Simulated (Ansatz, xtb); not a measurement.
## C5H7AlO: 4 structures ranked

4 gas-phase structures of C5H7AlO, from a drawn sample of its isomers (lower ones may exist). Each was relaxed with GFN2-xTB:

A. a singlet given by its coordinates
B. a singlet given by its coordinates
C. `[AlH2][CH2]c1ccoc1`, a singlet
D. `C#C/C=C(/C)[O][AlH2]`, a singlet

A (Å):

```xyz
14

C     0.4556    1.4715    0.2448
C     0.8334    0.3764   -0.1434
C     0.9522   -1.0170   -0.2281
C     0.1974   -1.7074    0.6531
C     0.1603   -3.1981    0.7504
Al   -1.0176    0.5468    1.9285
O    -0.5746   -1.0280    1.5035
H     0.4124    2.5278    0.2599
H     1.6021   -1.4779   -0.9489
H     0.4801   -3.5064    1.7453
H     0.8048   -3.6546    0.0056
H    -0.8623   -3.5468    0.6105
H    -2.3904    1.0248    1.4242
H    -0.3917    1.1016    3.2193
```

Close contacts (Å): C1–C2 1.22, C1–Al6 2.42, C2–C3 1.40, C3–C4 1.35, C4–C5 1.49, C4–O7 1.33, Al6–O7 1.69, C1–H8 1.06, C3–H9 1.07, C5–H10 1.09, C5–H11 1.09, C5–H12 1.09, Al6–H13 1.54, Al6–H14 1.54.

B (Å):

```xyz
14

C     0.6530    1.7566    1.4580
C    -0.3481    0.6666    1.6158
C    -0.1716   -0.6643    1.4003
C    -2.3141   -0.3903    2.0462
C    -1.7047    0.8273    2.0234
Al   -2.9060   -2.2568    1.9676
O    -1.3131   -1.3306    1.6427
H     0.3628    2.4176    0.6423
H     0.7093    2.3521    2.3672
H     1.6351    1.3454    1.2421
H     0.6888   -1.2264    1.0888
H    -2.7600   -3.1664    3.2080
H    -3.4807   -2.8279    0.6515
H    -2.1653    1.7639    2.2726
```

Close contacts (Å): C1–C2 1.49, C2–C3 1.36, C2–C5 1.43, C3–O7 1.34, C4–C5 1.36, C4–Al6 1.96, C4–O7 1.43, Al6–O7 1.87, C1–H8 1.09, C1–H9 1.09, C1–H10 1.09, C3–H11 1.07, C5–H14 1.07, Al6–H12 1.55, Al6–H13 1.55.

Q: Which do you expect lowest at r2SCAN-D4/def2-SVP, and how would the others follow?

A: Calculated order at r2SCAN-D4/def2-SVP: A (0.0), C (5.9), B (8.6), D (10.4) kcal/mol.

Energies above the lowest of each column, in kcal/mol:

```json
{"structure": "A", "GFN2-xTB": "1.0", "HF/STO-3G": "24.4", "r2SCAN-D4/def2-SVP": "0.0"}
{"structure": "C", "GFN2-xTB": "16.7", "HF/STO-3G": "0.7", "r2SCAN-D4/def2-SVP": "5.9"}
{"structure": "B", "GFN2-xTB": "0.0", "HF/STO-3G": "0.0", "r2SCAN-D4/def2-SVP": "8.6"}
{"structure": "D", "GFN2-xTB": "3.2", "HF/STO-3G": "34.9", "r2SCAN-D4/def2-SVP": "10.4"}
```

r2SCAN-D4/def2-SVP puts A lowest; GFN2-xTB picks B, HF/STO-3G picks B. Some further structures that were screened fall inside this span and aren't listed. Flexible structures stand in one conformer each, not always the lowest. No reliable frequencies are at hand for these structures.

Over these structures GFN2-xTB departs from r2SCAN-D4/def2-SVP by 6.9 kcal/mol on average once a common shift is removed. A GFN2-xTB relaxation took about 0.23 s and the r2SCAN-D4/def2-SVP energy about 1.8 s on a shared host (Ansatz 0.2.0, xtb 6.7.1).
